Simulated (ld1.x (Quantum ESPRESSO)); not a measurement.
**Configuration tests for Ti (Z = 22) (PAW)**

- Element: titanium (Ti)
- Generator: ld1.x (Quantum ESPRESSO) 7.5
- Type: PAW
- Functional: LDA (PZ)
- Relativity: fully relativistic
- Frozen core: [Ne]
- Valence charge: 12
- Reference configuration: 3s2 3p6 3d2 4s2 4p0
- Partial waves: 3s (bound): rcut 1.65, rcutus 2.05 bohr; 4s (bound): rcut 1.65, rcutus 2.05 bohr; 3p (bound): rcut 1.50, rcutus 1.60 bohr; 4p (bound, empty): rcut 1.50, rcutus 1.60 bohr; 3d (bound): rcut 1.55, rcutus 1.95 bohr; 3d channel at 0.05 Ry: rcut 1.55, rcutus 1.95 bohr
- Local potential: all-electron potential smoothed inside 1.80 bohr (lloc = -1)
- Core correction: Bessel-smoothed model core inside 1.60 bohr
- Augmentation charge: BESSEL, radius 1.50 bohr

Open shells are filled in proportion to 2j + 1 (rel_dist='average').

Energies are relative to the spin-unpolarised reference configuration 3s2 3p6 3d2 4s2 4p0; without spin polarisation the order of configurations can differ from experiment. Not all tests gave a result: test run stopped at test 6 of 7 (negative rho).

```tsv
valence configuration	charge	ΔE all-electron (eV)	error AE − PS (meV)
3s2 3p6 3d2 4s1 4p0	+1	7.536	+0.2
3s2 3p6 3d2 4s0 4p0	+2	21.336	+2.8
3s2 3p6 3d2.5 4s1.5 4p0	0	0.324	+1.1
```

(1) What are ΔE and the potential's error for 3s2 3p6 3d2 4s1 4p1?

(2) What are ΔE and the potential's error for 3s2 3p6 3d1 4s0 4p0?

Levels in the configuration 3s2 3p6 3d1 4s0 4p0:

| level | all-electron (eV) | pseudo (eV) |
| --- | --- | --- |
| 3s j=1/2 | -94.730 | -94.703 |
| 3p j=1/2 | -71.376 | -71.349 |
| 3p j=3/2 | -70.676 | -70.650 |
| 3d j=3/2 | -34.972 | -34.950 |
| 3d j=5/2 | -34.907 | -34.886 |

The ghost test of this file was not conclusive.

Results:

(1) ΔE = 3.136 eV all-electron; the error (AE − PS) is +0.5 meV.

(2) ΔE = 48.525 eV all-electron; the error (AE − PS) is +7.0 meV.
